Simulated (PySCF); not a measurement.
Si(F)(Cl)(Me)(OH) (CH4ClFOSi), SMILES [Si](Cl)(C)(O)F. Atoms are numbered in the order given.

```xyz
9

C      1.7968    -0.1854    -0.7977
Si     0.0240    -0.0205    -0.3427
O     -0.8260    -1.2805    -0.9607
F     -0.5814     1.3691    -0.9119
Cl    -0.2363     0.0790     1.6990
H      2.2194    -1.1048    -0.3673
H      2.3717     0.6734    -0.4220
H      1.9046    -0.2298    -1.8920
H     -1.7551    -1.3605    -0.7242
```

The structure is a stationary point at PBE0-D3(BJ)/def2-SVP. The values are those of a single conformer.

The numbers are results of SMD-M06-2X/6-31G* (PySCF), not measurements.

Solvation free energies are E(SMD) − E(gas) at the gas-phase geometry, for 1 M in both phases. In vacuum the dipole moment is 1.28 D.

Computed solvation free energies in water, n-hexane, chlorobenzene:
```json
[
 {"solvent": "water", "ΔG(solv) (kcal/mol)": "-5.0", "its non-electrostatic (CDS) part": "3.2", "dipole (D)": "1.47"},
 {"solvent": "n-hexane", "ΔG(solv) (kcal/mol)": "-3.4", "its non-electrostatic (CDS) part": "-1.5", "dipole (D)": "1.40"},
 {"solvent": "chlorobenzene", "ΔG(solv) (kcal/mol)": "-5.1", "its non-electrostatic (CDS) part": "-1.2", "dipole (D)": "1.52"}
]
```
